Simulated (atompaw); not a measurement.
# An all-electron radial function and its pseudo partner (Dy (Z = 66))

Columns: radius, all-electron u(r) and pseudo u(r) of the 4f shell (level -3.32 eV) of dysprosium in the configuration [Kr] 4d10 4f10 5s2 5p6 5d0 6s2 6p0; LDA (PW92), scalar-relativistic, PAW (atompaw) scheme, atompaw 4.2.0.5.

| r (bohr) | all-electron | pseudo |
| --- | --- | --- |
| 0.113 | 0.1209 | 0.0001 |
| 0.227 | 0.5289 | 0.0021 |
| 0.340 | 0.8817 | 0.0089 |
| 0.454 | 1.0531 | 0.0237 |
| 0.567 | 1.0799 | 0.0477 |
| 0.681 | 1.0289 | 0.0834 |
| 0.794 | 0.9450 | 0.1329 |
| 0.908 | 0.8505 | 0.1965 |
| 1.021 | 0.7586 | 0.2649 |
| 1.135 | 0.6726 | 0.3260 |
| 1.248 | 0.5960 | 0.3719 |
| 1.362 | 0.5275 | 0.4084 |
| 1.475 | 0.4680 | 0.4312 |
| 1.588 | 0.4159 | 0.4144 |
| 1.702 | 0.3701 | 0.3701 |
| 1.815 | 0.3304 | 0.3304 |
| 1.929 | 0.2954 | 0.2954 |
| 2.042 | 0.2651 | 0.2651 |
| 2.156 | 0.2382 | 0.2382 |
| 2.269 | 0.2148 | 0.2148 |
| 2.383 | 0.1940 | 0.1940 |
| 2.496 | 0.1757 | 0.1757 |
| 2.610 | 0.1595 | 0.1595 |
| 2.723 | 0.1451 | 0.1451 |
| 2.837 | 0.1322 | 0.1322 |
| 2.950 | 0.1208 | 0.1208 |

Q: How many radial nodes do the two functions have?

A: The all-electron 4f function has n − l − 1 = 0; the pseudo-wave has 0.

Q: At about which radius was the pseudo-wave matched?

A: 1.65 bohr, where the columns begin to agree (steps of 0.11 bohr).

Q: Where does each function peak?

A: Outermost all-electron maximum near 0.57 bohr, pseudo maximum near 1.48 bohr (to the table’s step).

Q: Is the pseudo-wave norm-conserving?

A: No, it belongs to a PAW set: the norm inside the radius is not constrained, and the difference is carried by the augmentation charge.
